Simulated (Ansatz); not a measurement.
Computed with Ansatz on PBE0-D4/def2-TZVP structures; ΔE is electronic, products minus reactants. CCSD(T)/CBS adds triple-zeta CCSD(T) − MP2 to the extrapolated MP2 energy (def2 sets, frozen cores). This one scheme is used for every species. DFT in def2-TZVPP. For Br, Ga outer-core shells are correlated without core-valence functions, which leaves a few kJ/mol of doubt a bond. Scalar relativity is left out up to krypton. Each species was taken in one conformer, which may not be the lowest.

Consider the ligand exchange at a Ga–Br bond: `[SH][Ga]([Br])[Br]` + CH₃OH → `C[O][Ga]([SH])[Br]` + HBr.

(1) Is it downhill or uphill in electronic energy at CCSD(T)/CBS, and by how much? (Estimate.)

(2) What do these levels give: LDA (SPW92), PBE0-D4, CAM-B3LYP-D4, ωB97M-V, B2PLYP, HF/def2-SVP, CCSD(T)/def2-SVP, HF/def2-TZVPP, MP2/def2-TZVPP, SCS-MP2/def2-TZVPP, SCS-MP2/def2-QZVPP, MP2/CBS(def2)? (Estimate.)

(3) What do rigid-rotor, harmonic-oscillator terms from PBE0-D4/def2-TZVP frequencies (298.15 K, 1 bar) make of the CCSD(T)/CBS value? (An estimate is asked.)

Largest T1 diagnostic among the species: 0.012.

## Answers

(1) Computed: Uphill: ΔE = +68.2 kJ/mol.

(2) The calculation gave: LDA (SPW92) 62.5, PBE0-D4 76.5, CAM-B3LYP-D4 64.7, ωB97M-V 70.8, B2PLYP 67.9, HF/def2-SVP 75.4, CCSD(T)/def2-SVP 56.2, HF/def2-TZVPP 82.9, MP2/def2-TZVPP 67.2, SCS-MP2/def2-TZVPP 65.5, SCS-MP2/def2-QZVPP 66.8, MP2/CBS(def2) 70.8 kJ/mol.

(3) The calculation gave: ΔZPE = -11.8 kJ/mol, ΔH = +58.4 kJ/mol, ΔS = -11 J/(mol·K), ΔG = +61.8 kJ/mol.

At CCSD(T), def2-SVP lies −11.9 kJ/mol from the extrapolated value and def2-TZVPP −3.6 kJ/mol. In def2-TZVPP, CCSD(T) changes the Hartree–Fock value by −18.4 kJ/mol (the triples alone add −2.2 kJ/mol) and MP2 by −15.8 kJ/mol. From BLYP to BHLYP (50 % exact exchange), in def2-TZVPP and without D4, ΔE moves by +10.2 kJ/mol.
